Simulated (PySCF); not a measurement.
[SbCl4]+ (singlet). Level of theory: PySCF, B3LYP, basis Sb def2-SVP with ECP28, Cl def2-SVP (scalar-relativistic core potentials, no spin–orbit coupling, density fitting).

Harmonic bands of its minimum:

```csv
ω (cm⁻¹),"IR (km/mol, summed over degenerate members)",degeneracy
102,0.0,2
129,19.9,3
364,0.0,1
423,108,3
```

Problem. The central atom is Sb. Infer the point group and assign the bands.

Solution. Td. The modes span e + 2t2 + a1: 102 e, 129 t2, 364 a1, 423 t2. The computed geometry has Sb–Cl 2.296 Å (×4); Cl–Sb–Cl 109.5° (×6).

Other isomers or separated fragments may lie lower.
